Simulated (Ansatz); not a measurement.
Reaction (silylene formation by 1,1-elimination): `C[SiH](C)NP` → `CNP` + `C[SiH]`

Computed with Ansatz on PBE0-D4/def2-TZVP structures; ΔE is electronic, products minus reactants. CCSD(T)/CBS is the MP2 limit (def2-TZVPP, def2-QZVPP) plus CCSD(T) − MP2 in def2-TZVPP, frozen cores. This one scheme is used for every species. One conformer a species, not always the lowest.

```json
{"species": "`C[SiH](C)NP`", "CCSD/CBS(def2) energy (Eh)": "-766.85953"}
{"species": "`CNP`", "CCSD/CBS(def2) energy (Eh)": "-437.26071"}
{"species": "`C[SiH]`", "CCSD/CBS(def2) energy (Eh)": "-329.45541"}
```

Task: Work out ΔE.

Result: ΔE = (-437.26071) + (-329.45541) − (-766.85953) = 0.14341 Eh = +376.5 kJ/mol. CCSD(T)/CBS gives +380.4 kJ/mol.

Largest T1 diagnostic among the species: 0.012.

From PBE to PBE0 (25 % exact exchange), in def2-TZVPP and without D4, ΔE moves by +15.4 kJ/mol. The D4 term adds +20.5 kJ/mol with B3LYP and +11.7 kJ/mol with PBE0; it sums over pairs of atoms, weighted by their polarisabilities, and B3LYP, whose exchange is more repulsive, gets the larger term. In def2-TZVPP, CCSD(T) changes the Hartree–Fock value by +16.7 kJ/mol (the triples alone add +3.8 kJ/mol) and MP2 by +41.0 kJ/mol.

B3LYP here is the variant with VWN-RPA as its local correlation; programs differ in this.
